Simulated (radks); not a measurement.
All-electron atom: Pr2+ in [Xe] 4f2 5d1 (not the ground configuration). All-electron calculation, scalar-relativistic Kohn-Sham, PBE, spin-polarised, spherical densities, point nucleus; open shells are filled with parallel spins first (spin-orbit coupling, left out, can overturn this in heavy ions). Program: a radial shooting solver on a logarithmic mesh with Libxc functionals.

Normalised radial functions P(r) = r R(r), r in bohr:

r	5s down	5p up	5p down
0.003673	0.0977	0.0070	0.0069
0.005658	0.1256	0.0146	0.0145
0.008785	0.1479	0.0301	0.0299
0.01364	0.1459	0.0594	0.0591
0.02118	0.0910	0.1083	0.1078
0.03262	-0.0340	0.1710	0.1701
0.05065	-0.1937	0.2116	0.2105
0.07865	-0.2264	0.1406	0.1399
0.1221	0.0360	-0.0995	-0.0991
0.1881	0.3466	-0.3055	-0.3039
0.2921	0.0785	-0.0704	-0.0698
0.4535	-0.5034	0.4216	0.4196
0.7042	-0.0948	0.1976	0.1968
1.085	0.8330	-0.6201	-0.6171
1.684	0.8351	-0.8639	-0.8635
2.615	0.2700	-0.4120	-0.4145
4.06	0.0265	-0.0711	-0.0733
6.254	0.0005	-0.0033	-0.0035

5s down: eigenvalue -54.365 eV, 4 radial nodes at r = 0.0296, 0.117, 0.308, 0.734 bohr, <r> = 1.48 bohr, 90 % of the charge inside 2.13 bohr. 5p up: eigenvalue -37.398 eV, 3 radial nodes at r = 0.105, 0.310, 0.786 bohr, <r> = 1.70 bohr, 90 % of the charge inside 2.48 bohr. 5p down: eigenvalue -36.153 eV, 3 radial nodes at r = 0.105, 0.310, 0.786 bohr, <r> = 1.71 bohr, 90 % of the charge inside 2.49 bohr.
